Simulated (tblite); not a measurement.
C₃H₁₁ClOSi₃.
Bonds: C1–C2, C2–O3 (double), C2–Si4, Si4–Si5, Si4–Si6, Si4–C7, C7–Cl8. Hydrogens: H9, H10, H11 on C1; H12, H13, H14 on Si5; H15, H16, H17 on Si6; H18, H19 on C7.

A start from a force field or distance geometry was refined with GFN2-xTB geometry optimisation, gas phase in tblite. Values at the start:

```tsv
coordinate	start
C1–C2	1.472 Å
C1–H9	1.101 Å
C2=O3	1.243 Å
C2–Si4	1.829 Å
Si4–Si5	2.216 Å
Si4–C7	1.893 Å
Si5–H12	1.489 Å
C7–Cl8	1.765 Å
C7–H18	1.123 Å
C1–C2–O3	117.4°
C1–C2–Si4	125.5°
C2–Si4–C7	108.4°
O3–C2–Si4	117.1°
Si4–C7–Cl8	112.5°
Si5–Si4–Si6	106.7°
Si5–Si4–C7	111.8°
Si6–Si4–C7	106.2°
C1–C2–Si4–Si5	-115°
C2–Si4–C7–Cl8	166°
```

Q: How do these coordinates change at the GFN2-xTB level?

A: 
```tsv
coordinate	GFN2-xTB (Å or °)	change
Si4–Si5	2.340	+0.124
C2–Si4	1.939	+0.110
C7–H18	1.088	-0.035
Si4–C7	1.927	+0.034
C1–C2	1.506	+0.034
C2=O3	1.210	-0.033
Si5–H12	1.462	-0.027
C7–Cl8	1.788	+0.023
C1–H9	1.088	-0.013
Si5–Si4–Si6	120.9	+14.2
C1–C2–Si4	116.6	-8.9
C2–Si4–C7	101.6	-6.8
C1–C2–O3	122.4	+5.0
O3–C2–Si4	121.0	+3.9
Si4–C7–Cl8	109.0	-3.5
Si5–Si4–C7	108.5	-3.3
Si6–Si4–C7	108.7	+2.5
C1–C2–Si4–Si5	-65	+50
C2–Si4–C7–Cl8	-178	+16
```

The energy falls by 0.807 eV over 161 L-BFGS steps, the largest force on an atom goes from 3.29 to 0.009 eV/Å, and the atoms move by 0.789 Å rms after alignment. The bond that changes most is Si4–Si5 (four-coordinate silicon to SiH3 silicon), which lengthens by 0.124 Å. Bonds longer at the end by more than 0.005 Å: 8 of 18; shorter: 9. Among the dihedrals that turn most is C1–C2–Si4–Si6, from 5° to 67°. Rotational constants go from 1112, 686.8, 643.8 to 1005, 659.6, 622.3 MHz.

Hardware: one thread, Arm Neoverse V2 (aarch64), no GPU, shared host. Cost: 1.6 s.

Its GFN2-xTB frequencies are all real (lowest 26 cm⁻¹). One conformer, not necessarily the lowest. 3 starts were optimised and ended at 0.00, 0.04 and 0.30 kcal/mol (GFN2-xTB); the lowest of these is shown.

These are computed values.
